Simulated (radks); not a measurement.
Results of a calculation; reference values are marked as such.
Ionisation of neutral lead, [Hg] 6p2, to Pb+, [Hg] 6p1, under several functionals. Dirac Kohn-Sham, spin-unpolarised, spherical densities, finite nucleus; open shells fill j = l - 1/2 first; a radial shooting solver on a logarithmic mesh with Libxc functionals. The NIST Atomic Spectra Database gives 7.417 eV (measured). Rank these functionals by the error of their Delta-SCF ionisation energy: XLYP; LDA (Slater exchange, Perdew-Wang correlation); LDA (Slater exchange, VWN5 correlation); exchange-only PBE; OLYP; BLYP.

Answer. From best to worst: XLYP 7.353 eV (-0.063); BLYP 7.326 eV (-0.090); LDA (Slater exchange, Perdew-Wang correlation) 7.642 eV (+0.225); LDA (Slater exchange, VWN5 correlation) 7.642 eV (+0.225); OLYP 7.095 eV (-0.322); exchange-only PBE 6.653 eV (-0.764). Spin polarisation and multiplet splitting are left out, so open shells lie too high by an amount that depends on their filling.

Beside tabulated values, note that spin-unpolarised runs miss the spin-polarisation part of the exchange energy of open shells.
